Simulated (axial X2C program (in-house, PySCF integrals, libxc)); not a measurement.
## MnSi⁺: from the spin-free to the two-component result

All values were computed with an in-house all-electron X2C program for linear molecules (integrals from PySCF). Spin-free means the one-electron spin-free X2C Hamiltonian; two-component (2c) means X2C with spin–orbit coupling and atomic mean-field two-electron Coulomb and Gaunt terms, so the difference of the two also holds small scalar two-electron terms. Basis: Mn dyall-cv3z [9s10p6d3f2g], Si dyall-v3z [8s7p2d1f] (cores contracted in-house); Gaussian nuclei, density fitting, unrestricted open shells. Masses: Mn 54.938 u, Si 27.977 u.

Spin-free state: M_S = 2, Λ = 1 (beyond evenly filled blocks: σα, π+α, π+β, π-α, δ+α, δ-α); fragments Mn+ + Si.

```csv
level,Re (Å),ωe (cm⁻¹),De (eV),μ (D)
PBE0,2.549,247.6,1.789,-1.14
HF,2.971,166.2,0.743,-0.64
M06,2.499,267.5,2.280,-0.20
```

Dipoles are positive if Si is the positive end and refer to the centre of mass.

Two-component determinant lowest at the distance of the search:

Ω = 3 (⟨Sz⟩ = 2.00, ⟨Lz⟩ = 1.00 at PBE0); fragments Mn+ + Si.

```
level  Re (Å)  ωe (cm⁻¹)  De (eV)  μ (D)
 PBE0   2.548      247.5    1.800  -1.14
   HF   2.972      166.1    0.750  -0.64
  M06   2.499      267.4    2.302  -0.20
```

(1) From the two tables, how do the constants change at the PBE0 level (2c against spin-free)?

One determinant describes the state; a PBE0 search over occupations chose it and may have missed a lower one. Dissociation energies refer to the lowest single-determinant-based atoms at the same level and basis. Density functionals use the spin component along the axis (collinear). In 2c an atomic determinant is not the ground J level, so De misses part of the atomic spin–orbit lowering. This holds for PBE0, M06. Other states lie close and PBE0, whose exact exchange favours high spin, may order them wrongly; the determinant shown need not be the ground state. The nearest other spin-free determinant of the search, M_S = 3, Λ = 1, lies 0.30 eV up at the distance of the search. The functionals have no current-density term, which raises determinants with orbital currents, atoms included. With several unpaired electrons one determinant need not be a pure state. A state of lower Ω lies just above, and one determinant can place such states too high, so the state shown need not be the lowest. The search has Ω = 1 only 0.02 eV up. Open-shell Ω = 0 determinants with evenly filled partner blocks cannot be reached by this program, so the Ω shown need not be the lowest component. The determinant is spin-polarised beyond a pure state at some levels (its spin-free form has ⟨S²⟩ too high), which makes Re and μ there less reliable.

Results:

(1) At the PBE0 level Re is unchanged within 0.001 Å and ωe doesn't move by more than 0.2 cm⁻¹; De is not compared, since the atomic limits differ or miss part of their spin–orbit lowering.
